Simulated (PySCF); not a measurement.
A species of formula C5H9NSi has this rotational fingerprint, computed with wB97X-D/def2-SVPD in PySCF (dipole) on a GFN2-xTB geometry, gas phase:

* Rotational constants: A = 3317, B = 1107, C = 889.8 MHz
* Dipole components: |μa| = 0.30 D, |μb| = 0.52 D, |μc| = 0.52 D
* Inertial defect: -40.99 u·Å²
* κ: -0.82

Problem. Which candidate fits, each taken in the one conformer that was computed?
A. `[CH2:1]=[N:2][Si@@H:3]([CH3:4])[C:5]#[C:6][CH3:7]` with C1–N2–Si3–C4 123°
B. `[N:1]#[C:2][SiH:3]1[CH2:4][CH2:5][CH2:6][CH2:7]1` with C2–Si3–C4–C5 129°, Si3–C4–C5–C6 -38°, C4–C5–C6–C7 51°, C5–C6–C7–Si3 -37°
C. `[N:1]#[C:2][CH2:3][C@@H:4]1[CH2:5][CH2:6][SiH2:7]1` with C2–C3–C4–C5 180°, C3–C4–C5–C6 -135°, C4–C5–C6–Si7 12°, C5–C6–Si7–C4 -10°, C3–C4–Si7–C6 128°
D. `[CH2:1]=[CH:2]/[CH:3]=[N:4]\[SiH2:5][CH:6]=[CH2:7]` with C1–C2–C3–N4 178°, C3–N4–Si5–C6 -97°, N4–Si5–C6–C7 23°

Solution. A. It is C=N[Si@@H](C)C#CC, an asymmetric top, point group C1. The candidates at the same level (rigid rotor, commonest isotopes):

| SMILES | A (MHz) | B (MHz) | C (MHz) | μa (D) | μb (D) | μc (D) | Δ (u·Å²) | point group | rotor |
| --- | --- | --- | --- | --- | --- | --- | --- | --- | --- |
| N#C[SiH]1CCCC1 | 4115 | 1438 | 1306 | 4.09 | 0.15 | 1.33 | -87.24 | C1 | near-prolate asymmetric top |
| N#CC[C@@H]1CC[SiH2]1 | 4576 | 1338 | 1104 | 3.75 | 2.06 | 0.66 | -30.23 | C1 | asymmetric top |
| C=C/C=N\[SiH2]C=C | 3854 | 1171 | 1022 | 1.81 | 1.20 | 0.93 | -68.27 | C1 | asymmetric top |
| C=N[Si@@H](C)C#CC | 3317 | 1107 | 889.8 | 0.30 | 0.52 | 0.52 | -40.99 | C1 | asymmetric top |

`C=C/C=N\[SiH2]C=C` has A 16 % too high; `N#C[SiH]1CCCC1` has C 47 % too high; `N#CC[C@@H]1CC[SiH2]1` has A 38 % too high. No structure here is proved a minimum.
